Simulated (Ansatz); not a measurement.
Reaction (ligand exchange at the Si–C bond): `[SiH3][CH]1[S][GeH2]1` + `NB[SeH]` → `NB[Se][SiH3]` + `[CH2]1[S][GeH2]1`

Program: Ansatz. Geometries: PBE0-D4/def2-TZVP. ΔE: electronic, gas phase. CBS: MP2 limit from def2 TZ/QZ plus the TZ coupled-cluster correction, frozen cores. DFT in def2-TZVPP. B3LYP here is the variant with VWN-RPA as its local correlation; programs differ in this. For Ge, Se outer-core shells are correlated without core-valence functions, which leaves a few kJ/mol of doubt a bond. Scalar relativity is left out up to krypton. One conformer a species, not always the lowest.

| level | ΔE (kJ/mol) | difference from CCSD(T)/CBS |
| --- | --- | --- |
| PBE-D4 | -50.6 | -4.2 |
| ωB97M-V | -46.8 | -0.4 |
| B2PLYP | -47.4 | -1.0 |
| PBE | -51.5 | -5.1 |
| r2SCAN | -50.4 | -4.0 |
| PBE0 | -51.9 | -5.5 |
| B3LYP | -49.1 | -2.7 |
| HF/def2-TZVPP | -49.3 | -2.9 |
| MP2/def2-TZVPP | -45.5 | 0.9 |
| SCS-MP2/def2-TZVPP | -44.4 | 2.0 |
| CCSD/def2-TZVPP | -45.1 | 1.3 |
| CCSD(T)/def2-TZVPP | -44.8 | 1.6 |
| HF/def2-QZVPP | -49.0 | -2.6 |
| SCS-MP2/def2-QZVPP | -45.1 | 1.3 |
| HF/CBS(def2) | -49.0 | -2.6 |
| CCSD/CBS(def2) | -46.6 | -0.2 |
| CCSD(T)/CBS | -46.4 | 0 |

Largest T1 diagnostic among the species: 0.012.

In def2-TZVPP, CCSD(T) changes the Hartree–Fock value by +4.4 kJ/mol (the triples alone add +0.2 kJ/mol) and MP2 by +3.8 kJ/mol.
